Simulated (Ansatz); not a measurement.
Ansatz (a first-principles code) input:

Ansatz 0.2 input:
```yaml
crystal:
  periodic: [false, false, false]
  atoms:
    - {symbol: C, position_ang: [-2.22440187, -0.23985458, -0.08191542]}
    - {symbol: C, position_ang: [-0.86095405, -0.20643131, 0.09304110]}
    - {symbol: C, position_ang: [-0.07375060, -0.93278432, 1.01289924]}
    - {symbol: C, position_ang: [1.29330875, -0.65604130, 0.92121193]}
    - {symbol: C, position_ang: [1.59763833, 0.27157093, -0.05021260]}
    - {symbol: S, position_ang: [0.19122796, 0.82495043, -0.87624306]}
    - {symbol: H, position_ang: [-2.83177663, -0.88724844, 0.53473944]}
    - {symbol: H, position_ang: [-2.72154007, 0.36618724, -0.82462286]}
    - {symbol: H, position_ang: [-0.51201951, -1.63081642, 1.71141496]}
    - {symbol: H, position_ang: [2.04494407, -1.11806706, 1.54527437]}
    - {symbol: H, position_ang: [2.56970138, 0.65198135, -0.31706246]}
basis:
  gaussian:
    orbitals: def2-TZVPD
hamiltonian:
  xc: {name: wB97X-V}
magnetization: {spin_polarized: true, initial_magnetization: 1}
output: {forces: true}
```

What final total energy does it print?

-591.64391 Eh (wB97X-V/def2-TZVPD). The basis has 276 functions.

It need not be the lowest isomer of its formula.
